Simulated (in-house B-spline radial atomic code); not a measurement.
Orbital energies and mean radii along the 41-electron series, configuration [Kr] 4d5. The effective charge is n√(-2ε), a non-relativistic measure. Computed with a radial B-spline atomic code at the basis-set limit: non-relativistic Hartree-Fock, average of the configuration, point nuclei.

This level leaves out relativity, spin-orbit splitting included, which matters for heavy ions.

| ion | Z | energy of 3p (Eh) | mean radius of 3p (bohr) | energy of 2p (Eh) | mean radius of 2p (bohr) | energy of 4d (Eh) | mean radius of 4d (bohr) | effective charge of 3p |
| --- | --- | --- | --- | --- | --- | --- | --- | --- |
| Mo+ | 42 | -15.564 | 0.43332 | -94.723 | 0.13608 | -0.55967 | 1.844 | 16.738 |
| Tc2+ | 43 | -17.301 | 0.41927 | -101.01 | 0.13255 | -1.0533 | 1.5912 | 17.647 |
| Ru3+ | 44 | -19.191 | 0.40607 | -107.59 | 0.1292 | -1.6411 | 1.4221 | 18.586 |
| Rh4+ | 45 | -21.22 | 0.39366 | -114.44 | 0.12601 | -2.3121 | 1.2962 | 19.544 |
| Pd5+ | 46 | -23.38 | 0.38196 | -121.56 | 0.12297 | -3.0608 | 1.1966 | 20.514 |
| Ag6+ | 47 | -25.666 | 0.37091 | -128.95 | 0.12008 | -3.8836 | 1.1146 | 21.494 |
| Cd7+ | 48 | -28.076 | 0.36047 | -136.6 | 0.11731 | -4.7783 | 1.0454 | 22.48 |
| In8+ | 49 | -30.607 | 0.35059 | -144.51 | 0.11467 | -5.7433 | 0.98576 | 23.472 |
| Sn9+ | 50 | -33.257 | 0.34122 | -152.67 | 0.11214 | -6.7773 | 0.93363 | 24.467 |
| Sb10+ | 51 | -36.026 | 0.33232 | -161.1 | 0.10972 | -7.8795 | 0.88751 | 25.465 |
| Te11+ | 52 | -38.913 | 0.32387 | -169.78 | 0.1074 | -9.049 | 0.84631 | 26.466 |
| I12+ | 53 | -41.915 | 0.31583 | -178.71 | 0.10518 | -10.285 | 0.80921 | 27.468 |
| Xe13+ | 54 | ? | ? | ? | ? | ? | ? | ? |
| Cs14+ | 55 | ? | ? | ? | ? | ? | ? | ? |
| Ba15+ | 56 | -51.618 | 0.29389 | -207.05 | 0.099016 | -14.39 | 0.71678 | 30.482 |
| La16+ | 57 | -55.082 | 0.28723 | -217 | 0.097118 | -15.889 | 0.69088 | 31.488 |
| Ce17+ | 58 | ? | ? | ? | ? | ? | ? | ? |
| Pr18+ | 59 | -62.352 | 0.27475 | -237.67 | 0.09353 | -19.082 | 0.64472 | 33.501 |
| Nd19+ | 60 | -66.158 | 0.26891 | -248.38 | 0.091833 | -20.775 | 0.62403 | 34.509 |
| Pm20+ | 61 | -70.077 | 0.26331 | -259.34 | 0.090196 | -22.532 | 0.60472 | 35.516 |
| Sm21+ | 62 | -74.11 | 0.25793 | -270.56 | 0.088615 | -24.354 | 0.58664 | 36.524 |
| Eu22+ | 63 | -78.255 | 0.25276 | -282.03 | 0.087088 | -26.24 | 0.56968 | 37.531 |

Fill in the row of Xe13+.

energy of 3p (Eh): -45.034; mean radius of 3p (bohr): 0.30817; energy of 2p (Eh): -187.91; mean radius of 2p (bohr): 0.10304; energy of 4d (Eh): -11.588; mean radius of 4d (bohr): 0.77558; effective charge of 3p: 28.471.

Fill in the row of Cs14+.

energy of 3p (Eh): -48.269; mean radius of 3p (bohr): 0.30086; energy of 2p (Eh): -197.35; mean radius of 2p (bohr): 0.10099; energy of 4d (Eh): -12.956; mean radius of 4d (bohr): 0.7449; effective charge of 3p: 29.476.

Fill in the row of Ce17+.

energy of 3p (Eh): -58.66; mean radius of 3p (bohr): 0.28085; energy of 2p (Eh): -227.21; mean radius of 2p (bohr): 0.095291; energy of 4d (Eh): -17.453; mean radius of 4d (bohr): 0.66693; effective charge of 3p: 32.494.

How does the screening of 3p change?

Z less the effective charge goes from 25.26 at Z = 42 to 25.47 at Z = 63.
